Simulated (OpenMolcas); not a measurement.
# Ca: effect of the IPEA shift

| Property | Result |
| --- | --- |
| Program | OpenMolcas 26.06 |
| Basis | ANO-RCC-VTZP [6s5p2d1f] |
| Scalar Hamiltonian | DKH2, point nucleus |
| Active space | 2 electrons in 9 orbitals (3d 4s 4p) |
| State averaging | 2S+1 = 3 even, 18 roots (8 in the spin-orbit step); 2S+1 = 1 even, 12 roots; 2S+1 = 3 odd, 18 roots; 2S+1 = 1 odd, 8 roots |
| Spin-orbit coupling | state interaction with AMFI integrals over the reference wave functions, term energies averaged over their components |

Methods on the same reference wave functions:
A. CASSCF
B. MS-CASPT2, IPEA 0 Eh, imaginary shift 0.1 Eh (closed shells correlated: 3s 3p)
C. MS-CASPT2, IPEA 0.25 Eh, imaginary shift 0.1 Eh (closed shells correlated: 3s 3p)

Energies in cm-1 above 4s2 1S0, the measured ground level; measured values from NIST Handbook of Basic Atomic Spectroscopic Data.

```csv
Level,A,B,C,Measured
4s2 1S0,0.0,0.0,0.0,0.0
4s 4p 3P* 0,13990,14520,14560,15158
4s 4p 3P* 1,14020,14550,14590,15210
4s 4p 3P* 2,14081,14610,14650,15316
4s 4p 1P* 1,24382,23950,24060,23652
3d 4s 1D2,27343,27970,28090,21850
3d 4s 3D1,28153,27740,27910,20335
3d 4s 3D2,28159,27740,27910,20349
3d 4s 3D3,28167,27750,27920,20371
4p2 3P0,38317,39060,39180,38418
4p2 3P1,38361,39110,39220,38465
4p2 3P2,38445,39190,39310,38552
3d 4p 3F* 2,41739,42610,42800,35730
3d 4p 3F* 3,41785,42660,42840,35819
3d 4p 3F* 4,41837,42710,42890,35897
3d 4p 1D* 2,41883,42820,43040,35835
```

Deviations, from unrounded energies. A percentage is the sum of absolute deviations over the sum of measured energies, with the sign that they share, or ± where signs differ.

```json
{"Against measurement": "mean absolute deviation (cm-1)", "Levels": "15", "A": "3800", "B": "4000", "C": "4100"}
{"Against measurement": "other configurations (%)", "Levels": "15", "A": "±14.0", "B": "±14.6", "C": "±15.0"}
```

A, B lie about equally close to measurement and C furthest from it. The largest miss of A in the table is 3d 4s 3D1, by +7800 cm-1. The ranking rests on the paired levels alone, and a cruder setting can come out closer through cancelling errors.

Between B and C the level of the table that moves most is 3d 4p 1D* 2, by 220 cm-1 (lowest in B, highest in C). Moves below CASPT2's spread within the term are not significant.

The lowest spin-free term lies below A's lowest term by 0.233 hartree in B, 0.232 hartree in C.

CASPT2 breaks the degeneracy within a term, and the mean is taken; among the terms shown or strongly mixed into the levels shown the widest spread is 77 cm-1 (3d 4s 1D, C). Some high roots are left out of the spin-orbit mixing, which shifts the levels that they would mix with. Configurations are named by rounded mean occupations; where the s occupation lies near a half they are strongly mixed, a name can repeat and a true partner stay unpaired. A single d shell beside an s shell can misplace configurations of different d count against each other. Without dynamic correlation excited terms often stand tens of per cent too high (terms of higher spin than the ground term too low), and those without a measured partner can miss by more than the paired ones (holds for A). Some levels mix across a computed gap that differs much from the measured one, so their mixing is not that of the real levels (holds for A). Computed and measured levels are paired by configuration, term and J; levels that our copy of the source lacks, or whose pairing is in doubt (as where it misses far off the trend of its configuration), stay unpaired and out of the deviations. Only configurations of the active space appear. Levels that lie high or do not pair safely by name in every column are left out.

* marks odd parity.
